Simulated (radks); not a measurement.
Spherical quantum dot in the effective-mass picture: electrons in a parabolic well V = omega^2 r^2 / 2 with omega = 0.117, with a point charge +2 (a donor) at the centre, all in effective atomic units (hartree* = m*/eps^2 hartree, bohr* = eps/m* bohr), one dielectric constant everywhere. Calculated with a radial shooting solver with Libxc functionals: non-relativistic Kohn-Sham, exchange-only LDA, spin-polarised, spherical densities. Levels are named by radial order and angular momentum (1s, 1p, 1d, 2s, ...), and open shells are averaged over m.

N = 34, configuration 1s2 1p6 1d10 2s2 1f(up 7, down 3) 2p(up 3, down 0) 3s(up 1, down 0). This is the lowest configuration that the search found. Occupied levels:

level    occupation  eigenvalue (hartree*)  <r> (bohr*)
1s up             1                 3.0565       0.9979
1s down           1                 3.0661       0.9715
2s up             1                 3.4802        8.219
1p up             3                 3.4977        9.070
2s down           1                 3.5072        9.366
1p down           3                 3.5207        9.805
1d up             5                 3.5253        10.22
1d down           5                 3.5443        10.42
3s up             1                 3.5461        8.578
1f up             7                 3.5567        10.90
2p up             3                 3.5683        8.298
1f down           3                 3.5744        10.94

Energy (hartree*): total 65.6099, kinetic 4.9109, external 9.7587, Hartree 55.192, exchange-correlation -4.2515.

Electron density:

r (bohr*)  n(r) (e/bohr*^3)
0.402                0.7482
1.92               0.008114
3.43               0.003416
4.95               0.003463
6.46               0.003173
7.98               0.003399
9.49               0.003790
11.0               0.003363
12.5               0.001937
14.0              0.0006167
15.6              0.0001001
17.1              8.286e-06
18.6              3.400e-07
20.1              7.318e-09
